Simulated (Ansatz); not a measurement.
Reaction (SMILES): O[SiH]O -> O[SiH-]O (an electron is taken up)
Structures are relaxed separately at B3LYP-D3(BJ)/def2-TZVP in Ansatz (a quantum-chemistry and plane-wave program), one conformer each, not searched for the lowest.
Geometry of the first species:
```xyz
6

Si    -0.3570    -0.3703     0.0132
O     -0.7098     1.2051    -0.3306
O      1.2669    -0.6419     0.1788
H     -0.9050    -0.7721     1.3409
H     -0.3933     1.9005     0.2563
H      1.8401    -0.4495    -0.5687
```
Charge 0, spin multiplicity 2.

Quantity: adiabatic electron affinity (electronic energy difference), positive where the reaction releases energy, in eV. Valence correlation only, unless marked. Open shells are spin-unrestricted. Spin-orbit coupling is left out. No relativistic terms. Anions need diffuse functions: aug- sets have them; def2-D sets add few; the other sets have none. CBS(X,Y): correlation extrapolated as X^-3; Hartree-Fock from the larger set.

CCSD(T)/CBS(aug-cc-pV(T+d)Z,aug-cc-pV(Q+d)Z) (Ansatz) gives 1.08 eV.

Another calculation gave 0.91 eV. Which level was it?
A. wB97M-V/def2-TZVPD (Ansatz)
B. HSE06/def2-TZVPD (Ansatz)
C. CAM-B3LYP/def2-TZVPD (Ansatz)
D. r2SCAN0/def2-TZVPD (Ansatz)

B, HSE06/def2-TZVPD (Ansatz). The others give 1.14 (wB97M-V), 0.77 (r2SCAN0), 1.03 (CAM-B3LYP) eV.
